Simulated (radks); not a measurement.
The cobalt ion Co8+, 19 electrons, occupied as [Ar] 3d1. All-electron calculation, Dirac Kohn-Sham, LDA (Slater exchange, Perdew-Wang correlation), spin-unpolarised, spherical densities, finite nucleus; open shells fill j = l - 1/2 first; Fermi nuclear charge, rms radius 3.7875 fm. Program: a radial shooting solver on a logarithmic mesh with Libxc functionals.

Spin-orbit splittings of the eigenvalues, e(l+1/2) - e(l-1/2), with zeta = 2 splitting/(2l+1) and mean radii in bohr:

| shell | occ. | splitting (eV) | zeta (eV) | <r> j=l-1/2 | <r> j=l+1/2 |
|---|---|---|---|---|---|
| 2p | 6 | 14.78 | 9.851 | 0.2228 | 0.2259 |
| 3p | 6 | 2.354 | 1.569 | 0.7249 | 0.7315 |
| 3d | 1 | 0.3588 | 0.1435 | 0.7192 | 0.7210 |
| 4p | 0 | 0.6033 | 0.4022 | 1.664 | 1.674 |
